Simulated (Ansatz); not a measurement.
Mulliken charges of `C[B](F)[SbH][Cl]` from PBE/def2-TZVPP in Ansatz (PBE0-D4/def2-TZVP geometry).

```json
{"atom": "C1", "x (Å)": "-1.221", "y (Å)": "0.041", "z (Å)": "0.335", "charge (e)": "-0.325"}
{"atom": "B2", "x (Å)": "0.256", "y (Å)": "-0.065", "z (Å)": "0.788", "charge (e)": "0.143"}
{"atom": "F3", "x (Å)": "0.576", "y (Å)": "-0.505", "z (Å)": "1.998", "charge (e)": "-0.171"}
{"atom": "Sb4", "x (Å)": "2.049", "y (Å)": "0.549", "z (Å)": "-0.490", "charge (e)": "0.421"}
{"atom": "Cl5", "x (Å)": "0.795", "y (Å)": "0.787", "z (Å)": "-2.487", "charge (e)": "-0.351"}
{"atom": "H6", "x (Å)": "-1.459", "y (Å)": "1.085", "z (Å)": "0.101", "charge (e)": "0.120"}
{"atom": "H7", "x (Å)": "-1.925", "y (Å)": "-0.329", "z (Å)": "1.083", "charge (e)": "0.115"}
{"atom": "H8", "x (Å)": "-1.365", "y (Å)": "-0.496", "z (Å)": "-0.608", "charge (e)": "0.127"}
{"atom": "H9", "x (Å)": "2.382", "y (Å)": "-1.113", "z (Å)": "-0.738", "charge (e)": "-0.080"}
```

Question: By hand: the dipole of these point charges (1 e Å = 4.8032 D).

Answer: Σ q r = (0.158, 0.137, 0.447) e Å, of length 0.493 e Å = 2.37 D.

Question: How does the dipole of the full density compare? (Estimate.)

Answer: The calculation gave: (-0.063, -0.010, 0.340) e Å, 1.66 D; the point charges give 1.43 times that, at 35° from its direction.

Point charges leave out the atoms' own dipoles, such as those of lone pairs, and Mulliken's split depends on the basis, so the two needn't agree.
